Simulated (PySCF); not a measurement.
# Correlation energy of F⁺ (fluorine, charge +1)

[He] 2s2 2p4, high-spin 3P determinant. All numbers are calculated (PySCF 2.14, the spin-free X2C one-electron Hamiltonian (Gaussian nucleus), in jorge-DZP-DKH). Frozen: 1s2; 6 electrons correlated.

MP2 pair energies summed by pair of shells (mhartree):

```tsv
pair	energy	share (%)
2s-2p	-42.08	46.6
2p-2p	-40.64	45.0
2s-2s	-7.66	8.5
```

Total MP2 correlation energy: -90.38 mhartree.

Same-spin part -21.32 and opposite-spin part -69.06 mhartree; SCS-MP2 scales them by 1/3 and 6/5 to -89.98 mhartree.

```csv
level,correlation energy (mhartree)
CCSD,-103.46
(T),-0.88
CCSD(T),-104.34
```

Diagnostics: T1 = 0.0045, D1 = 0.0078, largest double amplitude 0.037.

Is a single reference adequate?

Yes: T1 lies below 0.03 and no double amplitude reaches 0.07.
